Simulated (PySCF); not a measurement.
Spin-rotation constants: `FC(F)(F)[Se][c+]1cc1Br`, [C₄HBrF₃Se]+, charge +1

Molfile (atoms numbered from 1):
```
C4HBrF3Se
     RDKit          3D

 10 10  0  0  0  0  0  0  0  0999 V2000
   -1.6150    0.0642    1.3232 F   0  0  0  0  0  0  0  0  0  0  0  0
   -1.9126   -0.0537    0.0428 C   0  0  0  0  0  0  0  0  0  0  0  0
   -3.1518   -0.4284   -0.1150 F   0  0  0  0  0  0  0  0  0  0  0  0
   -1.6889    1.1019   -0.5536 F   0  0  0  0  0  0  0  0  0  0  0  0
   -0.6695   -1.4544   -0.7794 Se  0  0  0  0  0  2  0  0  0  0  0  0
    0.8112   -0.5662   -0.3467 C   0  0  0  0  0  0  0  0  0  0  0  0
    2.2126   -0.4530   -0.3397 C   0  0  0  0  0  0  0  0  0  0  0  0
    1.4915    0.5494    0.2420 C   0  0  0  0  0  0  0  0  0  0  0  0
    1.3721    2.1165    1.1116 Br  0  0  0  0  0  0  0  0  0  0  0  0
    3.1592   -0.8715   -0.6077 H   0  0  0  0  0  0  0  0  0  0  0  0
  1  2  1  0
  2  3  1  0
  2  4  1  0
  2  5  1  0
  5  6  1  0
  6  7  1  0
  7  8  2  0
  8  9  1  0
  8  6  1  0
  7 10  1  0
M  CHG  1   6   1
M  END
```

Computed with GIAO B3LYP/pcSseg-1 magnetisability, rotational g tensor and spin-rotation constants, non-relativistic, gas phase in PySCF 2.14.0. Geometry: GFN2-xTB.

The calculation is non-relativistic, which matters for the atoms heavier than Zn. For an ion the centre-of-mass motion in the field is neglected.

Question: Give the nuclear spin-rotation constants along the inertial axes (H = +C I·J) beside the isotropic shieldings.

Answer: Rotational constants 1.3581, 0.4934, 0.3861 GHz. A star marks the isotopologue with that one atom substituted, in its own axes.
| atom | isotope | Caa (kHz) | Cbb (kHz) | Ccc (kHz) | mean (kHz) | σ (ppm) |
| --- | --- | --- | --- | --- | --- | --- |
| F1 | 19F | 2.392 | 0.761 | 0.595 | 1.249 | 186.1 |
| F3 | 19F | 2.101 | 0.627 | 0.642 | 1.124 | 207.2 |
| F4 | 19F | 2.389 | 0.760 | 0.596 | 1.248 | 186.3 |
| Br9 | 79Br | 3.167 | 1.227 | 0.588 | 1.660 | 1736.1 |
| H10 | 1H | -0.146 | 0.052 | -0.051 | -0.048 | 21.8 |
| C2 | 13C* | 0.456 | 0.160 | 0.125 | 0.247 | 38.5 |
| Se5 | 77Se* | 3.841 | 1.123 | 0.729 | 1.898 | 1010.7 |
| C6 | 13C* | 0.694 | 0.328 | 0.033 | 0.352 | -18.8 |
| C7 | 13C* | 0.729 | 0.239 | 0.038 | 0.335 | 11.4 |
| C8 | 13C* | 0.771 | 0.262 | 0.053 | 0.362 | -13.7 |

For the geometry as given, no vibrational averaging.
